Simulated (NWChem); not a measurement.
# GeF₂, singlet; SMILES [F][Ge][F]

Program: NWChem. Pople sets run with spherical d functions. Low-valent species are run as closed-shell singlets; no triplet was tried in these runs. Geometry: optimised at PBE-D3(BJ)/def2-SVP. Vertical excitations in the gas phase; the lowest state need not have the same character in each row.

| level | lowest excitation, singlet (eV) | oscillator strength of that lowest state | orbital gap (eV) |
|---|---|---|---|
| PBE/6-31G*, full TDDFT | ___ | ___ | ___ |
| B3LYP/6-31G*, full TDDFT | 5.20 | 0.090 | 5.87 |
| BHandHLYP/6-31G*, full TDDFT | 5.49 | 0.127 | 8.30 |

Q: Fill in the missing entries.

A: 
- PBE/6-31G*, full TDDFT, lowest excitation, singlet (eV): 4.96
- PBE/6-31G*, full TDDFT, oscillator strength of that lowest state: 0.070
- PBE/6-31G*, full TDDFT, orbital gap (eV): 4.22
